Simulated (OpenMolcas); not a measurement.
Ag5+: effect of the active space

| Item | Value |
| --- | --- |
| Program | OpenMolcas 26.06 |
| Method | CASSCF or its RAS form |
| Basis | ANO-RCC-VTZP |
| Scalar Hamiltonian | DKH2, point nucleus |
| Spin-orbit coupling | state interaction with AMFI integrals over the reference wave functions, term energies averaged over their components |

A. 6 electrons in 5 orbitals (4d); 2S+1 = 5 even, 5 roots; 2S+1 = 3 even, 45 roots; 2S+1 = 1 even, 50 roots; cost roughly 27 core-seconds
B. 12 electrons in 8 orbitals (RAS1 4p, at most 2 holes; RAS2 4d); 2S+1 = 5 even, 5 roots; 2S+1 = 3 even, 45 roots; 2S+1 = 1 even, 49 roots; cost roughly 40 core-seconds
C. 6 electrons in 10 orbitals (4d 5d); 2S+1 = 5 even, 5 roots; 2S+1 = 3 even, 45 roots; 2S+1 = 1 even, 49 roots; cost roughly 2.9 core-minutes

Energies in eV above 4d6 5D4, the measured ground level; measured values from the list in Gamrath, thesis, University of Mons (2023).

```tsv
Level	A	B	C	Measured
4d6 5D4	0.0000	0.0000	0.0000	0.0000
4d6 5D3	0.3140	0.3192	0.3087	0.3338
4d6 5D2	0.4824	0.4772	0.4713	0.4901
4d6 5D1	0.5988	0.5920	0.5843	0.6126
4d6 5D0	0.6531	0.6438	0.6369	0.6670
4d6 3H6	3.0181	3.2039	2.9871	2.6672
4d6 3H5 [73 %]	3.0900	3.2370	3.0547	2.7043
4d6 3P2(1)	3.1556	2.8035	3.1122	2.6088
4d6 3F3(1)	3.5291	3.4003	3.4844	3.0303
4d6 3F2(1)	3.6661	3.5128	3.6199	3.1376
4d6 3G5 [73 %]	3.9243	3.9885	3.8885	3.4664
4d6 3P1(1)	4.0287	3.7024	3.9884	3.5003
4d6 3P0(1) [71 %]	4.1277	3.7251	4.0826	
4d6 3G4	4.1761	4.1744	4.1332	3.6773
4d6 3G3	4.2634	4.2575	4.2188	3.7643
4d6 1I6	4.7256	4.9897	4.6760	4.2396
4d6 3D2	4.8168	4.5882	4.7602	4.0481
4d6 3D1	4.8906	4.6754	4.8357	4.1607
4d6 3D3	4.9149	4.7181	4.8645	4.1546
4d6 1G4(1)	5.1846	5.0463	5.1355	4.6471
4d6 1D2(1)	6.0927	5.7758	6.0355	5.1295
4d6 1F3	6.6534	6.4293	6.5793	5.5451
4d6 3P0(2)	7.4859	7.0179	7.4132	
4d6 3P1(2)	7.7017	7.2174	7.5894	6.4056
```

Deviations, from unrounded energies. A percentage is the sum of absolute deviations over the sum of measured energies, with the sign that they share, or ± where signs differ.

```json
{"Against measurement": "mean absolute deviation (cm-1)", "Levels": "21", "A": "4200", "B": "3400", "C": "3900"}
{"Against measurement": "fine structure of the ground term (%)", "Levels": "4", "A": "-2.6", "B": "-3.4", "C": "-4.9"}
{"Against measurement": "other terms of the ground configuration (%)", "Levels": "17", "A": "+16.4", "B": "+13.2", "C": "+15.1"}
```

B lies closest to measurement on these levels and A furthest from it. The largest miss of B in the table is 4d6 1F3, by +7100 cm-1. The ranking rests on the paired levels alone, and a cruder setting can come out closer through cancelling errors.

The spin-orbit steps hold different terms of 4d6 (B lacks a 1S; C lacks a 1S), which shifts levels as well.

Among A to C the level of the table that moves most is 4d6 3P1(2), by 3900 cm-1 (lowest in B, highest in A).

Without dynamic correlation excited terms often stand tens of per cent too high (terms of higher spin than the ground term too low), and those without a measured partner can miss by more than the paired ones. Some levels mix across a computed gap that differs much from the measured one, so their mixing is not that of the real levels (holds for A; B). Active for correlation alone: 4p; no level in the range computed is led by a configuration that opens it, so any true level of that kind is missing (holds for B). Active for correlation alone: 5d; no level in the range computed is led by a configuration that fills it, so any true level of that kind is missing (holds for C). Measured partners are found by configuration, term and J. A level has none where our copy of the source lacks it or the pairing is in doubt (some pairs that miss far off the trend of their configuration count as doubtful), and it then counts in no deviation. Levels of configurations outside the active space are missing. Levels that lie high or do not pair safely by name in every column are left out.

A share in square brackets marks a mixed level and gives the weight of the term that names it, the lowest over the columns. A number in round brackets counts repeated terms of one configuration in the order of the reference energies.
